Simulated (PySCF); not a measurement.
Stepwise substitution at one centre (Al Br-NH2). Gas-phase values, no solvent. Strings in code marks are SMILES.

These are PBE-D3(BJ)/def2-TZVP // B3LYP-D3(BJ)/def2-TZVP (PySCF) values and carry that method's errors. Excitations are Tamm–Dancoff values on a coarser integration grid. The basis has no diffuse functions, so Rydberg states are missing or too high.

| species | S1 oscillator strength | LUMO (eV) | S1–T1 gap (TDA) (eV) | S1 excitation (TDA) (eV) | HOMO–LUMO gap (eV) |
|---|---|---|---|---|---|
| 0 of 3 Br replaced by NH2 (`[Br][Al]([Br])[Br]`) | ___ | -2.45 | ___ | ___ | 4.92 |
| 1 of 3 Br replaced by NH2 (`[Al]([Br])([Br])[NH2]`) | 0.009 | -1.68 | 0.32 | 5.01 | 4.90 |
| 2 of 3 Br replaced by NH2 (`[NH2][Al]([NH2])[Br]`) | ___ | -1.01 | 0.27 | 4.93 | 4.84 |
| 3 of 3 Br replaced by NH2 (`[NH2][Al]([NH2])[NH2]`) | ___ | -0.50 | 0.23 | 4.85 | 4.76 |

Question: Complete the blanks.

Answer: 
- 0 of 3 Br replaced by NH2 (`[Br][Al]([Br])[Br]`), S1 oscillator strength: 0.000
- 0 of 3 Br replaced by NH2 (`[Br][Al]([Br])[Br]`), S1–T1 gap (TDA) (eV): 0.24
- 0 of 3 Br replaced by NH2 (`[Br][Al]([Br])[Br]`), S1 excitation (TDA) (eV): 5.04
- 2 of 3 Br replaced by NH2 (`[NH2][Al]([NH2])[Br]`), S1 oscillator strength: 0.000
- 3 of 3 Br replaced by NH2 (`[NH2][Al]([NH2])[NH2]`), S1 oscillator strength: 0.002
